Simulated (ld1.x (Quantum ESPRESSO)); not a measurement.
## Configuration tests for rhodium (ultrasoft)

* Element: Rh
* Generator: ld1.x (Quantum ESPRESSO) 7.5
* Type: ultrasoft
* Functional: PBE
* Relativity: scalar-relativistic
* Frozen core: [Kr]
* Valence charge: 9
* Reference configuration: 4d8 5s0.75 5p0.25
* Partial waves: 5s (bound): rcut 2.25, rcutus 2.85 bohr; 5s channel at 0.4 Ry: rcut 2.25, rcutus 2.85 bohr; 5p (bound): rcut 3.75, rcutus 4.00 bohr; 5p channel at 0.5 Ry: rcut 3.75, rcutus 4.00 bohr; 4d (bound): rcut 1.45, rcutus 1.80 bohr; 4d channel at 0.65 Ry: rcut 1.45, rcutus 1.80 bohr
* Local potential: all-electron potential smoothed inside 2.20 bohr (lloc = -1)
* Core correction: none
* Augmentation charge: built from norm-conserving waves at rcut, not smoothed further

Energies are relative to the spin-unpolarised reference configuration 4d8 5s0.75 5p0.25; without spin polarisation the order of configurations can differ from experiment. Not all tests gave a result: 1 of 7 tests not solved or not reliable. Left out of the table: 4d8 5s0.5 5p0 (pseudo-atom not self-consistent, printed error +0.2 meV).

```
valence configuration  charge  ΔE all-electron (eV)  error AE − PS (meV)
          4d8 5s0 5p0      +1                 6.592                 +5.7
          4d7 5s0 5p0      +2                26.102                  +40
          4d6 5s0 5p0      +3                58.607                  -29
          4d5 5s0 5p0      +4               105.554                 -312
```

Question: What are ΔE and the potential's error for 4d9 5s0 5p0?

Answer: ΔE = -1.778 eV all-electron; the error (AE − PS) is -31 meV.

Question: What are ΔE and the potential's error for 4d8 5s1 5p0?

Answer: ΔE = -0.869 eV all-electron; the error (AE − PS) is +0.4 meV.

Levels in the configuration 4d8 5s1 5p0:

| level | all-electron (eV) | pseudo (eV) |
| --- | --- | --- |
| 4d | -5.940 | -5.945 |
| 5s | -4.300 | -4.301 |

These tests converged, but a pseudo level misses the all-electron one widely, so the file describes the atom poorly there or has found another state: 4d6 5s0 5p0: empty 5p by 2.9 eV (a node warning on the way).
